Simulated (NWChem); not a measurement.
System: 1,2,4-triazole (C₂H₃N₃); SMILES c1nc[nH]n1

Input file for NWChem:

```
start job
memory heap 200 mb stack 900 mb global 1100 mb
geometry units angstroms noautoz
  C      1.067683     0.358676     0.000000
  N      0.011089     1.225806     0.000000
  C     -1.035625     0.409132     0.000000
  N     -0.605617    -0.882493     0.000000
  N      0.743594    -0.937382     0.000000
  H      2.115559     0.685661     0.000000
  H     -2.095835     0.693582     0.000000
  H     -1.151445    -1.746665     0.000000
end
basis spherical
  C library def2-svp
  N library def2-svp
  H library def2-svp
end
dft
  xc scan
  grid xcoarse
  iterations 150
  mulliken
end
task dft gradient
```

Parts of the log:

```
             Northwest Computational Chemistry Package (NWChem) 7.3.0
             --------------------------------------------------------

 CS  symmetry detected

                             Geometry "geometry" -> ""
                             -------------------------

 Output coordinates in angstroms (scale by  1.889725989 to convert to a.u.)

  No.       Tag          Charge          X              Y              Z
 ---- ---------------- ---------- -------------- -------------- --------------
    1 C                    6.0000     1.11902217     0.09279677     0.00000000
    2 N                    7.0000     0.29913540     1.18645623     0.00000000
    3 C                    6.0000    -0.91185454     0.64233308     0.00000000
    4 N                    7.0000    -0.80157132    -0.71451608     0.00000000
    5 N                    7.0000     0.49581727    -1.08890356     0.00000000
    6 H                    1.0000     2.21460812     0.16102226     0.00000000
    7 H                    1.0000    -1.87391534     1.17091236     0.00000000
    8 H                    1.0000    -1.53736800    -1.42396987     0.00000000

 Effective nuclear repulsion energy (a.u.)     164.5138643348

      Symmetry information
      --------------------

 Group name             Cs
 Group number              2
 Group order               2
 No. of unique centers     8

                                 NWChem DFT Module
                                 -----------------

 Summary of "ao basis" -> "ao basis" (spherical)
 ------------------------------------------------------------------------------
       Tag                 Description            Shells   Functions and Types
 ---------------- ------------------------------  ------  ---------------------
 C                          def2-svp                 6       14   3s2p1d
 N                          def2-svp                 6       14   3s2p1d
 H                          def2-svp                 3        5   2s1p

      Symmetry analysis of basis
      --------------------------

        a'         62
        a"         23

            General Information
            -------------------
          SCF calculation type: DFT
          Wavefunction type:  closed shell.
          No. of atoms     :     8
          No. of electrons :    36
           Alpha electrons :    18
            Beta electrons :    18
          Charge           :     0
          Spin multiplicity:     1
          Use of symmetry is: on ; symmetry adaption is: on
          Maximum number of iterations: 150
          AO basis - number of functions:    85
                     number of shells:    39
          Convergence on energy requested:  1.00D-06
          Convergence on density requested:  1.00D-05
          Convergence on gradient requested:  5.00D-04

              XC Information
              --------------
                         SCAN Method XC Functional
                  SCAN metaGGA Exchange Functional  1.000
                        SCAN Correlation Potential  1.000

             Grid Information
             ----------------
          Grid used for XC integration:  xcoarse
          Radial quadrature: Mura-Knowles
          Angular quadrature: Lebedev.
          Tag              B.-S. Rad. Rad. Pts. Rad. Cut. Ang. Pts.
          ---              ---------- --------- --------- ---------
          C                   0.70       21           8.0       194
          N                   0.65       21           8.0       194
          H                   0.35       21          10.0       194
          Grid pruning is: on
          Number of quadrature shells:   168
          Spatial weights used:  Erf1

      Superposition of Atomic Density Guess
      -------------------------------------

 Sum of atomic energies:        -239.48000286

      Non-variational initial energy
      ------------------------------

 Total energy =    -242.571689
 1-e energy   =    -649.909751
 2-e energy   =     242.824198
 HOMO         =      -0.275782
 LUMO         =       0.038685

      Symmetry analysis of molecular orbitals - initial
      -------------------------------------------------

  Numbering of irreducible representations:

     1 a'          2 a"

  Orbital symmetries:

     1 a'          2 a'          3 a'          4 a'          5 a'
     6 a'          7 a'          8 a'          9 a'         10 a'
    11 a'         12 a"         13 a'         14 a'         15 a'
    16 a"         17 a'         18 a"         19 a"         20 a"
    21 a'         22 a'         23 a'         24 a'         25 a'
    26 a'         27 a'         28 a'

     ---------------------------------------------
      Total Density - Mulliken Population Analysis
     ---------------------------------------------

    Atom       Charge   Shell Charges
 -----------   ------   -------------------------------------------------------
    1 C    6     5.73   1.99  0.95  0.24  1.78  0.69  0.07
    2 N    7     7.62   1.99  1.09  0.55  2.44  1.52  0.03
    3 C    6     5.61   1.99  0.94  0.25  1.75  0.61  0.07
    4 N    7     7.06   1.99  1.00  0.41  2.28  1.34  0.03
    5 N    7     7.37   1.99  1.09  0.57  2.30  1.39  0.03
    6 H    1     0.92   0.68  0.22  0.02
    7 H    1     0.91   0.67  0.23  0.02
    8 H    1     0.77   0.60  0.13  0.04

   convergence    iter        energy       DeltaE   RMS-Dens  Diis-err
 ---------------- ----- ----------------- --------- --------- ---------
 d= 0,ls=0.0,diis     1   -241.8779175620 -4.06D+02  1.52D-02  6.43D-01
 d= 0,ls=0.0,diis     2   -241.7648471894  1.13D-01  1.07D-02  1.61D+00
 d= 0,ls=0.0,diis     3   -241.9465102169 -1.82D-01  2.85D-03  1.01D-01
 d= 0,ls=0.0,diis     4   -241.9558270455 -9.32D-03  1.28D-03  1.71D-02
 d= 0,ls=0.0,diis     5   -241.9576599291 -1.83D-03  5.01D-04  2.97D-03
  Resetting Diis
 d= 0,ls=0.0,diis     6   -241.9579704915 -3.11D-04  2.22D-04  5.10D-04
 d= 0,ls=0.0,diis     7   -241.9580267370 -5.62D-05  1.91D-04  7.00D-05
 d= 0,ls=0.0,diis     8   -241.9579962890  3.04D-05  1.38D-04  3.19D-04
 d= 0,ls=0.0,diis     9   -241.9580342534 -3.80D-05  2.17D-05  7.62D-06
 d= 0,ls=0.0,diis    10   -241.9580351691 -9.16D-07  4.50D-06  2.41D-07

         Total DFT energy =     -241.958035169069
      One electron energy =     -652.448165873745
           Coulomb energy =      278.473295941650
    Exchange-Corr. energy =      -32.497029571728
 Nuclear repulsion energy =      164.513864334754

 Numeric. integr. density =       35.996973529509

                  Occupations of the irreducible representations
                  ----------------------------------------------

                     irrep           alpha         beta
                     --------     --------     --------
                     a'               15.0         15.0
                     a"                3.0          3.0

                       DFT Final Molecular Orbital Analysis
                       ------------------------------------

 Vector   16  Occ=2.000000D+00  E=-2.835247D-01  Symmetry=a"
              MO Center=  1.5D-02,  3.5D-01, -2.8D-17, r^2= 2.0D+00
   Bfn.  Coefficient  Atom+Function         Bfn.  Coefficient  Atom+Function
  ----- ------------  ---------------      ----- ------------  ---------------
    20      0.425982  2 N  pz                48     -0.350953  4 N  pz
    23     -0.297498  2 N  pz                51      0.281541  4 N  pz
     6     -0.195864  1 C  pz                62     -0.166314  5 N  pz
    34     -0.147748  3 C  pz                 9     -0.129328  1 C  pz
    65      0.120637  5 N  pz                37     -0.103304  3 C  pz

 Vector   17  Occ=2.000000D+00  E=-2.499471D-01  Symmetry=a'
              MO Center=  3.7D-01,  4.9D-01,  2.7D-16, r^2= 2.4D+00
   Bfn.  Coefficient  Atom+Function         Bfn.  Coefficient  Atom+Function
  ----- ------------  ---------------      ----- ------------  ---------------
    19      0.457176  2 N  py                61      0.346191  5 N  py
    22     -0.312754  2 N  py                64     -0.242061  5 N  py
    17     -0.201307  2 N  s                  5      0.188040  1 C  py
    16     -0.174614  2 N  s                 45     -0.162178  4 N  s
    30      0.158411  3 C  s                 44     -0.118790  4 N  s

 Vector   18  Occ=2.000000D+00  E=-2.492223D-01  Symmetry=a"
              MO Center=  1.5D-01, -2.6D-01, -3.0D-15, r^2= 2.1D+00
   Bfn.  Coefficient  Atom+Function         Bfn.  Coefficient  Atom+Function
  ----- ------------  ---------------      ----- ------------  ---------------
    62      0.375240  5 N  pz                34      0.329348  3 C  pz
     6     -0.326554  1 C  pz                65     -0.279838  5 N  pz
    37      0.237427  3 C  pz                 9     -0.230481  1 C  pz
    48     -0.216478  4 N  pz                51      0.164648  4 N  pz
    20     -0.056623  2 N  pz                23      0.037581  2 N  pz

 Vector   19  Occ=0.000000D+00  E=-2.844933D-02  Symmetry=a"
              MO Center= -3.0D-01, -5.8D-02, -8.5D-16, r^2= 2.4D+00
   Bfn.  Coefficient  Atom+Function         Bfn.  Coefficient  Atom+Function
  ----- ------------  ---------------      ----- ------------  ---------------
    37      0.506783  3 C  pz                51     -0.432067  4 N  pz
    34      0.423042  3 C  pz                65      0.397028  5 N  pz
    48      0.371057  4 N  pz                62     -0.359067  5 N  pz
     9     -0.235664  1 C  pz                23     -0.205911  2 N  pz
     6     -0.200574  1 C  pz                20      0.171710  2 N  pz

 Vector   20  Occ=0.000000D+00  E= 1.908772D-02  Symmetry=a"
              MO Center=  5.2D-01,  3.4D-01,  3.5D-16, r^2= 2.2D+00
   Bfn.  Coefficient  Atom+Function         Bfn.  Coefficient  Atom+Function
  ----- ------------  ---------------      ----- ------------  ---------------
     9      0.553718  1 C  pz                23     -0.521501  2 N  pz
     6      0.444923  1 C  pz                20      0.423941  2 N  pz
    65     -0.330342  5 N  pz                37      0.319811  3 C  pz
    62      0.272864  5 N  pz                34      0.237348  3 C  pz
    51     -0.041987  4 N  pz                75      0.031752  6 H  pz

 Vector   21  Occ=0.000000D+00  E= 5.650972D-02  Symmetry=a'
              MO Center= -1.6D+00, -1.3D+00, -2.8D-17, r^2= 3.2D+00
   Bfn.  Coefficient  Atom+Function         Bfn.  Coefficient  Atom+Function
  ----- ------------  ---------------      ----- ------------  ---------------
    82      1.330441  8 H  s                 45     -1.175807  4 N  s
    77      0.509829  7 H  s                 36     -0.300709  3 C  py
    72      0.286139  6 H  s                 44     -0.254070  4 N  s
    81      0.248834  8 H  s                 50      0.242080  4 N  py
    49      0.236459  4 N  px                 3     -0.228611  1 C  s

     ---------------------------------------------
      Total Density - Mulliken Population Analysis
     ---------------------------------------------

    Atom       Charge   Shell Charges
 -----------   ------   -------------------------------------------------------
    1 C    6     5.90   1.99  0.92  0.22  2.04  0.66  0.07
    2 N    7     7.26   1.99  1.03  0.58  2.34  1.28  0.03
    3 C    6     5.85   1.99  0.92  0.22  2.04  0.61  0.07
    4 N    7     7.09   1.99  1.00  0.41  2.46  1.20  0.04
    5 N    7     7.17   1.99  1.06  0.62  2.30  1.17  0.04
    6 H    1     0.95   0.74  0.18  0.02
    7 H    1     0.94   0.74  0.18  0.02
    8 H    1     0.83   0.71  0.09  0.04

     -------------------------------------------
      Total Density - Lowdin Population Analysis
     -------------------------------------------

    Atom       Charge   Shell Charges
 -----------   ------   -------------------------------------------------------
    1 C    6     6.01   1.96  0.61  0.31  1.86  1.10  0.16
    2 N    7     7.15   1.97  0.80  0.50  2.20  1.62  0.06
    3 C    6     5.97   1.96  0.61  0.30  1.86  1.07  0.16
    4 N    7     6.90   1.97  0.72  0.38  2.25  1.50  0.08
    5 N    7     7.12   1.97  0.83  0.52  2.17  1.56  0.08
    6 H    1     0.97   0.64  0.27  0.07
    7 H    1     0.97   0.63  0.27  0.07
    8 H    1     0.90   0.59  0.20  0.12

     Multipole analysis of the density
     ---------------------------------

     L   x y z        total         alpha         beta         nuclear
     -   - - -        -----         -----         ----         -------
     0   0 0 0     -0.000000    -18.000000    -18.000000     36.000000

     1   1 0 0     -1.088601     -0.544301     -0.544301      0.000000
     1   0 1 0     -0.388309     -0.194155     -0.194155     -0.000000
     1   0 0 1     -0.000000     -0.000000     -0.000000      0.000000

     2   2 0 0    -15.750774    -61.667252    -61.667252    107.583731
     2   1 1 0      1.402407      0.389474      0.389474      0.623459
     2   1 0 1     -0.000000     -0.000000     -0.000000      0.000000
     2   0 2 0    -24.238230    -61.541449    -61.541449     98.844668
     2   0 1 1     -0.000000     -0.000000     -0.000000      0.000000
     2   0 0 2    -22.052912    -11.026456    -11.026456      0.000000

            General Information
            -------------------
          SCF calculation type: DFT
          Wavefunction type:  closed shell.
          No. of atoms     :     8
          No. of electrons :    36
           Alpha electrons :    18
            Beta electrons :    18
          Charge           :     0
          Spin multiplicity:     1
          Use of symmetry is: on ; symmetry adaption is: on
          Maximum number of iterations: 150
          AO basis - number of functions:    85
                     number of shells:    39
          Convergence on energy requested:  1.00D-06
          Convergence on density requested:  1.00D-05
          Convergence on gradient requested:  5.00D-04

              XC Information
              --------------
                         SCAN Method XC Functional
                  SCAN metaGGA Exchange Functional  1.000
                        SCAN Correlation Potential  1.000

             Grid Information
             ----------------
          Grid used for XC integration:  xcoarse
          Radial quadrature: Mura-Knowles
          Angular quadrature: Lebedev.
          Tag              B.-S. Rad. Rad. Pts. Rad. Cut. Ang. Pts.
          ---              ---------- --------- --------- ---------
          C                   0.70       21           8.0       194
          N                   0.65       21           8.0       194
          H                   0.35       21          10.0       194
          Grid pruning is: on
          Number of quadrature shells:   168
          Spatial weights used:  Erf1

          Convergence Information
          -----------------------
          Convergence aids based upon iterative change in
          total energy or number of iterations.
          Levelshifting, if invoked, occurs when the
          HOMO/LUMO gap drops below (HL_TOL):  1.00D-02
          DIIS, if invoked, will attempt to extrapolate
          using up to (NFOCK): 10 stored Fock matrices.

[...]

                         DFT ENERGY GRADIENTS

    atom               coordinates                        gradient
                 x          y          z           x          y          z
   1 C       2.114645   0.175360   0.000000    0.000998   0.006778   0.000000
   2 N       0.565284   2.242077   0.000000    0.005579   0.005682   0.000000
   3 C      -1.723155   1.213834   0.000000   -0.003641   0.000408   0.000000
   4 N      -1.514750  -1.350240   0.000000    0.004661  -0.002812   0.000000
   5 N       0.936959  -2.057729   0.000000   -0.005552  -0.010689   0.000000
   6 H       4.185003   0.304288   0.000000    0.006551   0.000404   0.000000
   7 H      -3.541187   2.212704   0.000000   -0.005290   0.002906   0.000000
   8 H      -2.905204  -2.690913   0.000000   -0.003306  -0.002677   0.000000
```

Level: SCAN/def2-SVP. Geometry: optimised at PBE-D3(BJ)/def2-SVP.
